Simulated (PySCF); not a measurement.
Question: Write a Z-matrix for InChI=1S/C12H8N2/c1-3-9-5-6-10-4-2-8-14-12(10)11(9)13-7-1/h1-8H as optimised with PBE0-D3(BJ)/def2-SVP.

Answer: 
Z-matrix in Å and degrees, rows numbered from 1:
```
C 
C   1  1.4091
N   2  1.3147  1  123.84
C   3  1.3431  2  118.70  1     0.00
C   4  1.4222  3  122.33  2    -0.02
C   1  1.3776  2  118.22  3     0.03
C   5  1.4321  4  120.33  3  -180.00
C   7  1.3599  5  120.84  4    -0.06
C   8  1.4323  7  120.83  5     0.03
C   9  1.4104  8  122.14  7  -179.95
C  10  1.3777  9  119.39  8  -179.99
C  11  1.4089 10  118.19  9     0.00
N  12  1.3148 11  123.87 10    -0.00
C  13  1.3433 12  118.68 11    -0.03
H   1  1.0919  2  120.31  3   180.00
H   2  1.0971  1  119.65  3   179.97
H   6  1.0934  1  121.19  2   179.96
H   7  1.0931  5  118.51  4   179.95
H   8  1.0931  7  120.66  5  -179.97
H  10  1.0934  9  119.43  8     0.02
H  11  1.0919 10  121.48  9  -179.97
H  12  1.0971 11  119.64 10  -179.99
```

Of the pairs four or more bonds apart, H17···H18 is among the closest relative to their van der Waals radii: 2.49 Å, 104 % of the sum of Bondi's values. N3 (pyridine-type nitrogen) is bent (angle 118.7°). The 6-membered ring C1–C2–N3–C4–C5–C6 has internal angles of 117.5° to 123.8° (sum 720°, against 720° for a flat polygon); it is planar, 0.00 Å rms from its mean plane, widest ring torsion 0°. The 6-membered ring C9–C10–C11–C12–N13–C14 has internal angles of 117.5° to 123.9°; it is planar, 0.00 Å rms from its mean plane, widest ring torsion 0°.

Computed with PBE0-D3(BJ)/def2-SVP geometry optimisation, gas phase (PySCF).

Point group: C2v (every atom within 0.08 Å of its image). No PBE0-D3(BJ)/def2-SVP frequencies stand behind this structure, so it isn't proved a minimum.
